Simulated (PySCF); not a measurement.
NMR data sheet: C6H8ClNSi

| Item | Value |
| --- | --- |
| Formula | C6H8ClNSi |
| SMILES | C[SiH2]c1ccc(Cl)cn1 |
| Point group of the computed structure | C1 |
| Degrees of unsaturation | 4 |
| Carbon signals | 6 |
| Proton signals | 5 |

Bonds (- single, = double, # triple, : aromatic): C1-Si2, Si2-C3, C3:C4, C4:C5, C5:C6, C6-Cl7, C6:C8, C8:N9, N9:C3. C1 carries H10, H11, H12; Si2 carries H13, H14; C4 carries H15; C5 carries H16; C8 carries H17.

Theoretical values (PySCF 2.14): PBE0/pcSseg-1 with gauge-including orbitals, geometry: GFN2-xTB. One averaged value for each set of equivalent atoms, no solvent model, one computed conformer, non-relativistic.

References, each an isolated molecule treated in the same way: TMS for 1H (σref 31.72) and 13C (σref 186.93) and 29Si (σref 349.16); 15N (σref 267.73) against NH3.

| carbon | δC, type | δH (multiplicity) | HMBC from (2–3 bonds) | span of the C tensor (ppm) |
| --- | --- | --- | --- | --- |
| C1 | -8.1, CH3 | 0.60 (t) | H13/H14 | 11 |
| C3 | 165.6, C | – | H17, H16, H15, H13/H14, H10/H11/H12 | 240 |
| C4 | 137.0, CH | 7.69 (m) | H16, H13/H14 | 235 |
| C5 | 140.1, CH | 7.79 (m) | H17, H15 | 219 |
| C6 | 143.9, C | – | H17, H16, H15 | 184 |
| C8 | 154.6, CH | 8.97 (s) | H16 | 199 |

Other nuclei:
```tsv
atoms	nucleus	environment	δ (ppm)	σ (ppm)
H13/H14	1H	hydrogen on a silicon bonded to 2 C	4.80	26.92
Si2	29Si	silicon bonded to 2 C, 2 H	-48.4	397.6
N9	15N	pyridine-type ring nitrogen	382.1	-114.3
```

- Carbon types of the structure: 2 × C, 3 × CH, 1 × CH3, leaving 2 H on heteroatoms.
- δC 165.6: substituted aromatic carbon next to a ring nitrogen.
- δC 154.6: aromatic CH next to a ring nitrogen; the adjacent pyridine-type nitrogen withdraws density from it.
- δC 143.9: aromatic carbon bearing chlorine.
- δC 140.1, 137.0: aromatic CH.
- δH 8.97: hydrogen on an aromatic CH next to a ring nitrogen; ring current plus the neighbouring ring nitrogen.

Carbons that carry Cl, above all several Cl atoms, come out too deshielded, partly because spin–orbit coupling is missing. Shifts are as computed. Against solution values, carbons near 30 ppm lie about +3 ppm off and those near 130 ppm about +5 ppm; carbons on Cl a further +6 ppm. Of 1211 compounds with measured shifts, 218 miss one by over three times the rms of a fit or turn the order of signals round; such compounds aren't used in these exercises. Experimental scales use liquid or dissolved standards, which lie at an offset from isolated NH3 (liquid NH3: subtract about 20 ppm). Unscaled 15N shifts of sp2 nitrogen come out 20 to 40 ppm too high even then. Multiplicities follow the n + 1 count of equivalent neighbours, as no J values were calculated; m marks all less simple cases, F and P coupling included.
